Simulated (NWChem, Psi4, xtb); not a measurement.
**How methods differ on AlGeNH4O (SMILES [NH2][GeH]1[O][AlH]1)**

AlGeNH4O: 8 atoms, total charge 0, spin state singlet. SMILES: `[NH2][GeH]1[O][AlH]1`. The shape is that of a PBE0-D4/def2-TZVP optimisation. This is one conformer, not always the lowest.

```csv
atom,x (Å),y (Å),z (Å)
N,-1.0007,1.3304,0.5144
Ge,0.2391,0.0001,0.6269
O,1.1775,-0.3460,-0.9835
Al,0.4315,-1.8569,-0.7691
H,-0.6626,2.2764,0.6119
H,-1.6821,1.2712,-0.2261
H,1.2379,0.5119,1.6854
H,0.3517,-3.2441,-1.5156
```

Each level gives the dipole moment (D). The values are calculated.

```csv
level,kind,program,value (D),CPU time
GFN2-xTB,semi-empirical,xtb,1.59,under 2 s
GFN0-xTB,semi-empirical,xtb,3.34,under 2 s
GFN1-xTB,semi-empirical,xtb,2.71,under 2 s
HF/STO-3G,Hartree–Fock,NWChem,3.22,11 s
HF/3-21G,Hartree–Fock,NWChem,2.01,13 s
B3LYP/6-31G* (spherical functions),global hybrid,NWChem,1.34,1.7 min
B3LYP/6-31G* (Cartesian functions),global hybrid,NWChem,1.35,87 s
M06-2X/def2-SVP (density fitting),hybrid meta-GGA,Psi4,1.45,18 s
```

All-electron rows without a relativistic Hamiltonian named are non-relativistic. The values span 1.34 to 3.34 D. Magnitudes only. Sets without polarisation functions give poor dipoles. Times are those of the runs behind each value, whatever else they computed, on shared processors of several kinds: orders of magnitude only.
